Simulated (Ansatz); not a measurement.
Compounds of Sn with 4 ligands, in which CH3 is traded for H. Quantity: electronic atomisation energy to ground-state atoms, in kcal/mol. Geometries: B3LYP-D3(BJ)/def2-TZVP minima from Ansatz (a quantum-chemistry and plane-wave program). Valence correlation only, unless marked. UHF or UKS for open shells. Spin-orbit coupling is left out. The frozen core is the preceding noble-gas configuration, with the filled d and f shells of earlier blocks. Past Kr the def2 sets carry scalar-relativistic core potentials. CBS(X,Y): correlation extrapolated as X^-3; Hartree-Fock from the larger set. The first level has limits of its own.

```tsv
n(H)	species (SMILES)	CCSD(T)/CBS(def2-TZVPPD,def2-QZVPPD) (Ansatz)	PBE/def2-TZVPD (Ansatz)	wB97X-V/def2-TZVPD (Ansatz)
1	[CH3][SnH]([CH3])[CH3]	1160.1	1162.5	1163.6
2	[CH3][SnH2][CH3]	860.1	858.7	863.7
3	[CH3][SnH3]	?	?	?
4	[SnH4] (SnH4)	260.7	251.1	264.6
```

Fit a straight line through the known rows at each level by least squares, predict the withheld row (n(H) = 3), and compare with the run.


- The known rows have mean n(H) = 2.33333 and Σ(n(H) - mean)² = 4.6667.
- CCSD(T)/CBS(def2-TZVPPD,def2-QZVPPD): mean 760.300, Σ(n(H) - mean)(y - mean) = -1399.000, slope -299.784 kcal/mol a step; the line gives 760.300 + (-299.784)×(3 - 2.33333) = 560.4; the run gives 560.4, +0.0 from the line, whose largest residual on the known rows is 0.1.
- PBE/def2-TZVPD: mean 757.433, Σ(n(H) - mean)(y - mean) = -1417.733, slope -303.798 kcal/mol a step; the line gives 757.433 + (-303.798)×(3 - 2.33333) = 554.9; the run gives 554.9, +0.0 from the line, whose largest residual on the known rows is 0.0.
- wB97X-V/def2-TZVPD: mean 763.967, Σ(n(H) - mean)(y - mean) = -1398.367, slope -299.648 kcal/mol a step; the line gives 763.967 + (-299.648)×(3 - 2.33333) = 564.2; the run gives 564.1, -0.1 from the line, whose largest residual on the known rows is 0.1.
- PBE minus the first level along the series: +2.4, -1.4, -5.5, -9.6 kcal/mol.
